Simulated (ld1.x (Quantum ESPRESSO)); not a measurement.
**Ranking TM semilocal potentials for Nd (Z = 60)**

All share these settings but for the change named:

```json
{"Element": "neodymium (Nd)", "Generator": "ld1.x (Quantum ESPRESSO) 7.5", "Type": "norm-conserving Troullier–Martins (semilocal form)", "Functional": "PBEsol", "Relativity": "scalar-relativistic", "Frozen core": "[Kr] 4d10", "Valence charge": "14", "Reference configuration": "4f4 5s2 5p6 5d1 6s1 6p0", "Partial waves": "5p (bound): rc 2.20 bohr; 5d (bound): rc 4.15 bohr; 4f (bound): rc 1.05 bohr; 5s (bound): rc 1.70 bohr", "Local potential": "the s channel", "Core correction": "none"}
```

Occupied shells without a wave of their own: 6s. They enter only through the test configuration that unscreens the potential.

Test errors are all-electron minus pseudo excitation energies from the reference, over 4f4 5s2 5p6 5d0 6s2 6p0; 4f4 5s2 5p6 5d0 6s1 6p0; 4f4 5s2 5p6 5d0 6s0 6p0; 4f4 5s2 5p6 5d0 6s0 6p1; 4f3 5s2 5p6 5d0 6s0 6p0; 4f4 5s2 5p5 5d0 6s2 6p0; 4f5 5s2 5p6 5d0 6s0 6p0. None of these files shows a bound ghost.

The base gives 6081.9 meV.

Of 12 variants that were run, those that failed, showed a ghost or another fault, or gave nearly equal values are left out.

In the semilocal form every listed channel keeps its own potential, so the choice of the local channel does not act on these tests. It acts once the file is put into the separable form.

A variant can come out equal or close to the base, since the largest error may sit in a test that the change hardly touches while other tests move.

Rank these variants by their largest absolute test error, smallest first.
A. type RRKJ, which also changes the form from semilocal to separable; rho0 0.01
B. wave 5p (bound): rc 2.20 bohr becomes 5p (bound): rc 1.86 bohr
C. wave 5d (bound): rc 4.15 bohr becomes 5d (bound): rc 4.74 bohr

A (236.2 meV), C (6044.6 meV), B (7162.9 meV).
